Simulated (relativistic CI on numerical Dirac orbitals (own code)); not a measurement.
S3+: calculation against measurement

Calculated at this level of theory: Dirac-Coulomb-Breit CI, orbitals from a KLI potential per configuration, QED by a radiative potential, valence Slater integrals scaled by 0.85, P86 correlation estimate, and configurations built on the next ion tied to the tabulated ionisation energy (semi-empirical) (own radial code, finite nucleus).

Configuration list (outside the closed core [Ne]): 3s²3p, 3s²3d, 3s²4s, 3s²4p, 3s²4d, 3s²5s, 3s²4f, 3s3p², 3p³, 3s3p3d, 3p3d², 3p²3d, 3s3d², 3s3p4s, 3p²4s, 3s²5p, 3s²5d, 3p²4p, 3s3p4p, 3s3d4s, 3s²5f, 3s²5g, 3s3d4p, 3s4s². Levels of other configurations are missing.

```
Configuration  Term (tabulated)    J  Measured (cm⁻¹)  Computed  Error  Purity (%)
        3s²3p               2P°  1/2              0.0         0      0          96
        3s²3p               2P°  3/2            951.4       932    -20          96
        3s3p²                4P  1/2          71184.1     71280     96          99
        3s3p²                4P  3/2          71528.7     71614     86          99
        3s3p²                4P  5/2          72074.4     72145     70          99
        3s3p²                2D  3/2          94103.1     93144   -959          79
        3s3p²                2D  5/2          94150.3     93191   -960          79
        3s3p²                2S  1/2         123509.3    121734  -1775          97
        3s3p²                2P  1/2         133619.6    131500  -2120          95
        3s3p²                2P  3/2         134245.4    132107  -2138          95
        3s²3d                2D  3/2         152133.2    146592  -5542          78
        3s²3d                2D  5/2         152146.8    146591  -5556          78
        3s²4s                2S  1/2         181448.2    173705  -7743          96
          3p³               2D°  3/2         185055.2    187900   2845          58
          3p³               2D°  5/2         185148.0    187994   2846          59
          3p³               4S°  3/2         196455.4    197662   1207          99
       3s3p3d               4F°  3/2         203442.8    205893   2450         100
       3s3p3d               4F°  5/2         203632.8    206079   2446         100
       3s3p3d               4F°  7/2         203906.3    206344   2438         100
       3s3p3d               4F°  9/2         204264.9    206693   2428         100
          3p³               2P°  3/2         211366.6    213557   2191          68
          3p³               2P°  1/2         211376.3    213595   2219          69
        3s²4p               2P°  1/2         213514.7    206045  -7470          93
        3s²4p               2P°  3/2         213725.3    206282  -7443          93
       3s3p3d               4P°  5/2         222198.3    222583    385          98
       3s3p3d               4P°  3/2         222488.6    222872    384          98
       3s3p3d               4P°  1/2         222692.4    223071    378          99
       3s3p3d               4D°  1/2         224342.7    225175    832          99
       3s3p3d               4D°  3/2         224435.6    225258    822          98
       3s3p3d               4D°  5/2         224539.3    225356    817          98
       3s3p3d               4D°  7/2         224617.3    225438    820          99
       3s3p3d               2D°  5/2         233610.4    234839   1229          75
       3s3p3d               2D°  3/2         233641.7    234868   1227          75
       3s3p3d               2F°  5/2         241646.3    244598   2952          97
       3s3p3d               2F°  7/2         242421.4    245345   2924          97
        3s²4d                2D  3/2         255395.8    255063   -332          99
        3s²4d                2D  5/2         255400.3    255063   -337          99
       3s3p4s               4P°  1/2         263097.1    264747   1650          99
       3s3p4s               4P°  3/2         263448.1    265096   1648          99
       3s3p4s               4P°  5/2         264067.7    265709   1641          99
       3s3p3d               2P°  3/2         264882.8    267767   2884          78
       3s3p3d               2P°  1/2         265055.1    267973   2918          79
       3s3p4s               2P°  1/2         270826.7    273067   2241          90
        3s²5s                2S  1/2         271020.9    271162    141         100
       3s3p4s               2P°  3/2         271436.9    273684   2248          90
       3s3p3d               2P°  3/2         278642.4    280275   1633          86
       3s3p3d               2P°  1/2         278676.9    280284   1607          87
       3s3p3d               2D°  3/2         281093.6    282799   1705          78
       3s3p3d               2D°  5/2         281231.6    282923   1691          79
        3s²5p               2P°  1/2         285122.2    285542    420          93
        3s²5p               2P°  3/2         285296.0    285722    426          92
       3s3p4p                2P  1/2         292569.2    296245   3675          67
       3s3p4p                2P  3/2         292893.9    296415   3521          76
       3s3p4p                4D  1/2         293310.8    295591   2280          69
       3s3p4p                4D  3/2         293463.1    295900   2437          78
       3s3p4p                4D  5/2         293736.6    296381   2644          99
       3s3p4p                4D  7/2         294282.2    296923   2641         100
       3s3p4p                4P  1/2         297397.1    300006   2609          99
       3s3p4p                4P  3/2         297592.7    300111   2518          80
       3s3p4p                4P  5/2         298010.3    300619   2608          99
       3s3p4p                4S  3/2         299369.3    300849   1479          81
       3s3p4p                2D  3/2         301109.8    305063   3953          78
       3s3p4p                2D  5/2         301576.4    305582   4006          84
        3s²5d                2D  3/2         303337.8    302811   -527          79
        3s²5d                2D  5/2         303480.1    302884   -596          85
       3s3p4p                2S  1/2         308761.0    312451   3690          99
       3s3p4s               2P°  1/2         308939.3    316500   7561          96
       3s3p4s               2P°  3/2         308996.2    316525   7529          96
        3s²5g                2G  9/2         309921.0    310607    686         100
        3s²5g                2G  7/2         309921.2    310606    685         100
```

Measured levels from NIST levels in Podobedova, Kelleher and Wiese, J. Phys. Chem. Ref. Data 38, 171 (2009); pairs were made by configuration, J and term (by order where the table uses no LS term), so strongly mixed levels may be paired wrongly.

Mean error by configuration (cm⁻¹): 3s²3p -20; 3s3p² -962; 3s²3d -5549; 3s²4s -7743; 3p³ 2261; 3s3p3d 1665; 3s²4p -7456; 3s²4d -335; 3s3p4s 3503; 3s²5s 141; 3s²5p 423; 3s3p4p 2928; 3s²5d -562; 3s²5g 686. Over the excited levels the mean absolute error is 2246 cm⁻¹ (69 of the 69 excited levels that our extract of the source holds in range could be paired), and the median relative error of those above 1,000 cm⁻¹ is 0.84 %.
